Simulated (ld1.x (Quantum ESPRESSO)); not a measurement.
Reading a pseudo-wave (Hg (Z = 80))

Columns: radius, all-electron u(r) and pseudo u(r) of the 6p shell (level -1.19 eV) of mercury in the configuration [Xe] 4f14 5d10 6s2 6p0; LDA (PZ), scalar-relativistic, ultrasoft scheme, ld1.x (Quantum ESPRESSO) 7.5.

| r (bohr) | all-electron | pseudo |
| --- | --- | --- |
| 0.145 | -0.0786 | 0.0035 |
| 0.290 | 0.1063 | 0.0139 |
| 0.435 | 0.0608 | 0.0308 |
| 0.580 | -0.0881 | 0.0535 |
| 0.725 | -0.1797 | 0.0812 |
| 0.870 | -0.1902 | 0.1129 |
| 1.015 | -0.1438 | 0.1475 |
| 1.160 | -0.0678 | 0.1839 |
| 1.305 | 0.0181 | 0.2211 |
| 1.450 | 0.1027 | 0.2581 |
| 1.595 | 0.1804 | 0.2940 |
| 1.740 | 0.2487 | 0.3281 |
| 1.885 | 0.3071 | 0.3599 |
| 2.030 | 0.3560 | 0.3890 |
| 2.175 | 0.3961 | 0.4152 |
| 2.320 | 0.4285 | 0.4383 |
| 2.465 | 0.4541 | 0.4583 |
| 2.610 | 0.4736 | 0.4749 |
| 2.755 | 0.4880 | 0.4882 |
| 2.900 | 0.4979 | 0.4979 |
| 3.045 | 0.5040 | 0.5040 |
| 3.190 | 0.5067 | 0.5067 |
| 3.335 | 0.5067 | 0.5067 |
| 3.480 | 0.5041 | 0.5041 |
| 3.625 | 0.4996 | 0.4996 |
| 3.770 | 0.4932 | 0.4932 |

Problem. How many radial nodes do the two functions have?

Solution. The all-electron 6p function has n − l − 1 = 4 (the table is too coarse to show those close to the nucleus); the pseudo-wave has 0, since the states of the same l below it are removed with the core.

Problem. At about which radius was the pseudo-wave matched?

Solution. 2.90 bohr, where the columns begin to agree (steps of 0.14 bohr).

Problem. Where does each function peak?

Solution. Outermost all-electron maximum near 3.19 bohr, pseudo maximum near 3.19 bohr (to the table’s step).

Problem. Is the pseudo-wave norm-conserving?

Solution. No, it belongs to an ultrasoft set: the norm inside the radius is not constrained, and the difference is carried by the augmentation charge.
